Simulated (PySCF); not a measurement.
**Diatomic cations of F with the fifth-period p block**

PBE0 with double-zeta basis sets in PySCF, for the lowest determinant that a PBE0 search found; no spin–orbit coupling. De refers to high-spin ground-configuration atoms (the charge goes to the atom of lower measured ionisation energy or higher electron affinity, which is not always the lowest computed limit). A positive dipole points towards F; it is taken about the centre of mass and depends on that origin.

```tsv
M	basis	charged atom	state (unpaired electrons)	Re (Å)	ωe (cm⁻¹)	De (eV)	μ (D)
In	def2-SVP	In+	doublet (σ ↑)	1.951	542	1.04	-3.68
Sn	x2c-SVPall	Sn+	singlet (closed shell)	1.900	705	4.94	-3.40
Sb	x2c-SVPall	Sb+	doublet (π ↑)	1.880	725	4.05	-2.96
Te	cc-pVDZ-PP/cc-pVDZ	Te+	triplet (π ↑↑)	1.882	720	2.93	-2.61
I	def2-SVP	I+	doublet (π ↑)	1.877	715	2.42	-2.24
```

The shortest bond is that of IF⁺ (1.877 Å), the longest that of InF⁺ (1.951 Å). SnF⁺ is bound most strongly (4.94 eV) and InF⁺ least (1.04 eV).

The rows differ in basis set, which adds steps of its own.

The state changes along the series, so neighbouring rows are not always alike in their bonding.

These are scalar-relativistic numbers at best; spin–orbit coupling would shift them, the dissociation energy most. For an ion De counts to the pair picked by the measured ionisation energies or electron affinities, which need not be the lowest pair at this level. States were picked by a PBE0 search and need not be the measured ground states.
